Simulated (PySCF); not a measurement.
## Löwdin shares of the frontier orbitals

Species: C₂H₄ClNSi.
Structure used (PBE0-D3(BJ)/def2-SVP), in Å, numbered top down from 1:
```
atom  x, y, z in Å
N1    -0.849    2.730   -0.456
C2    -0.549    1.672   -0.818
C3    -0.138    0.353   -1.252
Si4    1.703    0.006   -0.956
Cl5    2.823    1.267   -2.135
H6    -0.719   -0.413   -0.710
H7    -0.352    0.229   -2.326
H8     1.970   -1.401   -1.360
H9     2.041    0.236    0.472
```

Computed with PySCF, TDDFT CAM-B3LYP/def2-SVPD, vertical, gas phase, core orbitals frozen in the response.

Kohn–Sham orbitals with the atoms that hold most of them (Löwdin shares over 4%, at most four atoms; ? is withheld):

```tsv
orbital	ε (eV)	atoms
HOMO-3	-11.29	Cl5 60%, N1 16%, C2 14%, Si4 6%
HOMO-2	-11.07	N1 46%, C2 36%, C3 9%
HOMO-1	-10.78	Cl5 64%, Si4 16%, H8 9%, H9 8%
HOMO	-10.40	?
LUMO	0.52	?
LUMO+1	0.71	Si4 32%, Cl5 20%, C3 11%, C2 9%
LUMO+2	1.09	Si4 29%, Cl5 14%, H8 13%, C3 11%
```

Problem. Which atoms hold the LUMO, and with what shares?

Solution. Si4 (bonded to C, Cl and 2 H) 32%; Cl5 (bonded to Si) 18%; H8 (bonded to Si) 13%; H9 (bonded to Si) 11%. By element: silicon 32%, hydrogen 24% or more, chlorine 18%.

Problem. Give the leading atoms of the HOMO.

Solution. N1 (bonded to C) 26%; Cl5 (bonded to Si) 20%; C2 (bonded to C and N) 18%; C3 (bonded to C, Si and 2 H) 17%. By element: carbon 35%, nitrogen 26%, chlorine 20%.

Problem. How does S1 compare with the orbital gap of 10.91 eV?

Solution. S1 is at 7.42 eV (f = 0.0018), 3.49 eV below the gap, made of HOMO→LUMO+3 (36%), HOMO-3→LUMO+3 (9%). 

Next come S2 at 7.68 eV (f 0.0072), HOMO→LUMO (41%), HOMO→LUMO+1 (22%), HOMO-3→LUMO (8%); S3 at 7.71 eV (f 0.011), HOMO-1→LUMO (62%), HOMO-1→LUMO+1 (28%); S4 at 7.77 eV (f 0.032), HOMO→LUMO (21%), HOMO-2→LUMO+3 (18%), HOMO→LUMO+4 (11%); S5 at 7.88 eV (f 0.0004), HOMO-2→LUMO+4 (22%), HOMO-2→LUMO+2 (21%), HOMO-2→LUMO+1 (11%).

Löwdin shares depend on the basis, the more so with diffuse functions.

Time: 75 s wall. Hardware: one thread, Arm Neoverse V1 (shared host).

One conformer stands for the species.
